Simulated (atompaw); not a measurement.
**Before and after: PAW (atompaw) potential for phosphorus**

```
Element                 : P (Z = 15)
Generator               : atompaw 4.2.0.5
Type                    : PAW
Functional              : PBE
Relativity              : scalar-relativistic
Frozen core             : [Ne]
Valence charge          : 5
Reference configuration : 3s2 3p1 (charge +2)
Partial waves           : 3s (bound): rc 1.50 bohr; 3s channel at -1.8 Ry: rc 1.50 bohr; 3p (bound): rc 1.50 bohr; 3p channel at -1.5 Ry: rc 1.35 bohr
Local potential         : bessel scheme, radius 1.10 bohr
Core correction         : smooth core density matched at 0.80 bohr
Augmentation charge     : besselshape compensation charge, radius 1.30 bohr; PAW radius 1.50 bohr; waves and projectors: custom polynom vanderbiltortho
```

Change: augmentation besselshape compensation charge, radius 1.30 bohr; PAW radius 1.50 bohr; waves and projectors: custom rrkj vanderbiltortho.

Cutoffs: the cutoffs (Ry, on a coarse ladder) from which the occupation-weighted sum of valence levels, in a spherical-Bessel basis at the reference potential, stays within 10 and 1 mRy of its value at 400 Ry; they do not see the model core or the augmentation charge, which bear on the density cutoff.

**Question.** What does the change do?

**Answer.** The potential gets neither clearly harder nor softer (12 Ry and 35 Ry → 15 Ry and 21 Ry); the bound ghost in s disappears.

| quantity | base | changed |
| --- | --- | --- |
| cutoff, loose | 12 Ry | 15 Ry |
| cutoff, tight | 35 Ry | 21 Ry |
| loose cutoff by channel (10 mRy a level) | s 10 Ry, p 8 Ry | s 12 Ry, p 8 Ry |
| bound ghosts | s | none |
| s: phases at 1.51 bohr within 0.05 rad from the reference energy up to (Ry; the scan ends near 5) | to the end of the scan | to the end of the scan |
| p: phases at 1.51 bohr within 0.05 rad from the reference energy up to (Ry; the scan ends near 5) | to the end of the scan | to the end of the scan |
| lowest overlap eigenvalue by channel | s 0.27, p 0.01 | s 0.47, p 0.03 |

 A true bound ghost makes a file unfit for plane-wave use even where its test errors are small: the radial tests pick states by their node count and pass the ghost by. The cutoffs see the waves, projectors and local potential, not the compensation charge or the core.
